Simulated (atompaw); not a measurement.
copper: one change to a PAW (atompaw) potential, before and after

```
Element                 : Cu
Generator               : atompaw 4.2.0.5
Type                    : PAW
Functional              : PBEsol
Relativity              : scalar-relativistic
Frozen core             : [Ne]
Valence charge          : 19
Reference configuration : 3s2 3p6 3d10 4s1 4p0
Partial waves           : 3s (bound): rc 1.10 bohr; 4s (bound): rc 1.35 bohr; 3p (bound): rc 1.00 bohr; 4p (bound, empty): rc 1.60 bohr; 3d (bound): rc 1.55 bohr; 3d channel at 2.05 Ry: rc 1.60 bohr
Local potential         : bessel scheme, radius 1.20 bohr
Core correction         : smooth core density matched at 1.20 bohr
Augmentation charge     : sinc compensation charge, radius 1.45 bohr; PAW radius 1.60 bohr; waves and projectors: custom polynom vanderbiltortho
```

Change: augmentation sinc compensation charge, radius 1.45 bohr; PAW radius 1.60 bohr; waves and projectors: custom rrkj gramschmidtortho.

Cutoffs: the cutoffs (Ry, on a coarse ladder) from which the occupation-weighted sum of valence levels, in a spherical-Bessel basis at the reference potential, stays within 10 and 1 mRy of its value at 400 Ry; they do not see the model core or the augmentation charge, which bear on the density cutoff.

Problem. What does the change do?

Solution. The potential gets softer (110 Ry and 160 Ry → 90 Ry and 160 Ry); the range in which the p phases agree narrows (upper end at the end of the scan → 3.1); neither file shows a bound ghost.

| quantity | base | changed |
| --- | --- | --- |
| cutoff, loose | 110 Ry | 90 Ry |
| cutoff, tight | 160 Ry | 160 Ry |
| loose cutoff by channel (10 mRy a level) | s 40 Ry, p 70 Ry, d 35 Ry | s 45 Ry, p 70 Ry, d 35 Ry |
| bound ghosts | none | none |
| s: phases at 1.61 bohr within 0.05 rad from the reference energy up to (Ry; the scan ends near 5) | to the end of the scan | to the end of the scan |
| p: phases at 1.61 bohr within 0.05 rad from the reference energy up to (Ry; the scan ends near 5) | to the end of the scan | 3.1 |
| d: phases at 1.61 bohr within 0.05 rad from the reference energy up to (Ry; the scan ends near 5) | 4.8 | to the end of the scan |
| lowest overlap eigenvalue by channel | s 0.72, p 0.52, d 0.91 | s 0.10, p 0.51, d 0.17 |

 The cutoffs see the waves, projectors and local potential, not the compensation charge or the core.
